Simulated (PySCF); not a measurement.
**Circular dichroism: `C(B(C)C)(F)=C=CF`, C₅H₇BF₂**

Geometry (Å), atoms numbered from 1 in this order:
```xyz
15

C    -0.788    1.287    0.532
B    -0.727   -0.200    0.033
C    -2.002   -1.102   -0.115
C     0.659   -0.840   -0.315
F     0.671   -2.158   -0.669
C     1.804   -0.203   -0.281
C     2.890    0.499   -0.202
F     3.380    1.217   -1.231
H     0.103    1.868    0.309
H    -0.906    1.291    1.616
H    -1.651    1.819    0.139
H    -2.149   -1.366   -1.163
H    -1.876   -2.053    0.402
H    -2.920   -0.641    0.239
H     3.506    0.591    0.684
```

Computed with TDDFT CAM-B3LYP/def2-SVPD circular dichroism and optical rotation, one conformer, gas phase in PySCF. Geometry: GFN2-xTB.

No stereocentre is labelled: unless the shape is locked (an allene, a helicene, a hindered biaryl), the mirror image is equally populated and a measured rotation or CD is zero.

Task: List the lowest 16 singlet excitations with oscillator and rotatory strengths.

Result: Rotatory strengths R in 10⁻⁴⁰ esu² cm², velocity form and length form (origin at the centre of mass); f in length form.
| state | E (eV) | λ (nm) | f | R (velocity) | R (length) | main |
| --- | --- | --- | --- | --- | --- | --- |
| 1 | 4.59 | 270 | 0.0003 | -1.3 | -1.1 | HOMO→LUMO 0.95 |
| 2 | 5.82 | 213 | 0.261 | +60.5 | +61.1 | HOMO−1→LUMO 0.89 |
| 3 | 5.93 | 209 | 0.022 | -85.9 | -87.3 | HOMO−2→LUMO 0.85 |
| 4 | 6.00 | 207 | 0.004 | +9.6 | +9.1 | HOMO−1→LUMO+1 0.69, HOMO−1→LUMO+2 0.17 |
| 5 | 6.17 | 201 | 0.0005 | +3.8 | +4.1 | HOMO−3→LUMO 0.88 |
| 6 | 7.23 | 171 | 0.416 | -8.3 | -9.7 | HOMO→LUMO+1 0.82 |
| 7 | 7.74 | 160 | 0.093 | +13.6 | +15.6 | HOMO→LUMO+2 0.58, HOMO→LUMO+3 0.31 |
| 8 | 7.86 | 158 | 0.022 | +17.2 | +18.0 | HOMO−1→LUMO+2 0.65, HOMO−1→LUMO+1 0.17 |
| 9 | 8.13 | 153 | 0.020 | -1.4 | -3.6 | HOMO−5→LUMO 0.44, HOMO→LUMO+5 0.23 |
| 10 | 8.32 | 149 | 0.013 | +19.0 | +19.5 | HOMO−6→LUMO 0.34, HOMO−4→LUMO 0.23 |
| 11 | 8.35 | 148 | 0.002 | +0.7 | +0.5 | HOMO−3→LUMO+1 0.33, HOMO−6→LUMO 0.22 |
| 12 | 8.41 | 147 | 0.032 | -24.7 | -25.4 | HOMO−3→LUMO+1 0.20, HOMO−4→LUMO 0.18 |
| 13 | 8.45 | 147 | 0.123 | -33.2 | -34.3 | HOMO−4→LUMO 0.42, HOMO→LUMO+3 0.12 |
| 14 | 8.51 | 146 | 0.038 | -7.3 | -6.9 | HOMO−2→LUMO+1 0.68, HOMO→LUMO+5 0.10 |
| 15 | 8.62 | 144 | 0.031 | +9.3 | +9.0 | HOMO→LUMO+5 0.24, HOMO→LUMO+3 0.19 |
| 16 | 8.75 | 142 | 0.105 | -23.2 | -23.3 | HOMO−1→LUMO+3 0.65, HOMO−2→LUMO+2 0.16 |

Among the states computed, the strongest CD band (largest |R|) is state 3. The largest dissymmetry factor in size, g = 4R/(D+G), with D and G the electric and magnetic dipole strengths, is +0.1 for state 5 (velocity form, f = 0.0003), among bands with |R| over 0.5. The mirror image has the same energies and oscillator strengths and all R with the opposite sign.
